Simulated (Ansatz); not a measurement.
The cluster Al₃P₄⁻, relaxed as a singlet with RKS r2SCAN-D4/def2-SVPD in Ansatz, starting from the GFN2-xTB geometry. Force threshold 0.02 eV/Å.

The structure comes from a short search, and lower isomers may exist.

Start:

```csv
atom,x (Å),y (Å),z (Å)
Al1,0.650,-0.289,-1.300
Al2,-0.688,-0.759,1.075
Al3,0.051,1.763,0.375
P4,-1.051,1.159,2.246
P5,1.147,1.913,-1.589
P6,1.034,-2.046,0.181
P7,-1.143,-1.741,-0.989
```

```json
{"step": "1", "energy (eV)": "-56928.4215", "largest force component (eV/Å)": "0.288", "SCF passes": "21"}
{"step": "2", "energy (eV)": "-56928.4688", "largest force component (eV/Å)": "0.081", "SCF passes": "22"}
{"step": "3", "energy (eV)": "-56928.4711", "largest force component (eV/Å)": "0.033", "SCF passes": "23"}
{"step": "4", "energy (eV)": "-56928.4714", "largest force component (eV/Å)": "0.003", "SCF passes": "25"}
{"step": "5", "energy (eV)": "-56928.4714", "largest force component (eV/Å)": "0.003", "SCF passes": "15"}
{"step": "6", "energy (eV)": "-56928.4714", "largest force component (eV/Å)": "0.002", "SCF passes": "25"}
{"step": "7", "energy (eV)": "-56928.4714", "largest force component (eV/Å)": "0.004", "SCF passes": "24"}
{"step": "8", "energy (eV)": "-56928.4714", "largest force component (eV/Å)": "0.006", "SCF passes": "24"}
{"step": "9", "energy (eV)": "-56928.4715", "largest force component (eV/Å)": "0.009", "SCF passes": "24"}
{"step": "10", "energy (eV)": "-56928.4721", "largest force component (eV/Å)": "0.016", "SCF passes": "23"}
{"step": "11", "energy (eV)": "-56928.4743", "largest force component (eV/Å)": "0.026", "SCF passes": "22"}
{"step": "12", "energy (eV)": "-56928.4848", "largest force component (eV/Å)": "0.175", "SCF passes": "28"}
{"step": "13", "energy (eV)": "-56928.4920", "largest force component (eV/Å)": "0.182", "SCF passes": "25"}
{"step": "14", "energy (eV)": "-56928.5001", "largest force component (eV/Å)": "0.127", "SCF passes": "23"}
{"step": "15", "energy (eV)": "-56928.5085", "largest force component (eV/Å)": "0.126", "SCF passes": "22"}
{"step": "16", "energy (eV)": "-56928.5207", "largest force component (eV/Å)": "0.107", "SCF passes": "26"}
{"step": "17", "energy (eV)": "-56928.5345", "largest force component (eV/Å)": "0.161", "SCF passes": "23"}
{"step": "18 (rejected)", "energy (eV)": "-56928.4985", "largest force component (eV/Å)": "0.369", "SCF passes": "31"}
{"step": "19", "energy (eV)": "-56928.5399", "largest force component (eV/Å)": "0.112", "SCF passes": "23"}
{"step": "20", "energy (eV)": "-56928.5421", "largest force component (eV/Å)": "0.056", "SCF passes": "23"}
{"step": "21", "energy (eV)": "-56928.5427", "largest force component (eV/Å)": "0.011", "SCF passes": "25"}
```

Force components are those of the run's own axes.

End:

```xyz
7

Al    0.410   -0.223   -1.570
Al   -1.061   -0.730    1.010
Al    0.572    1.281    0.577
P    -1.059    1.199    2.187
P     1.074    1.937   -1.561
P     1.052   -1.460    0.313
P    -0.988   -2.003   -0.957
```

By distances, no bond broke or formed. The bond that changes most is Al3–P4, from 2.25 to 2.29 Å (atoms count from 1).

The force fell under the threshold at step 4, but the optimiser went on and released 0.071 eV more. No frequencies were taken in this run, so the end may be a saddle point.

Run time 2.7 min (4 threads of Arm Neoverse N1 on a shared host).
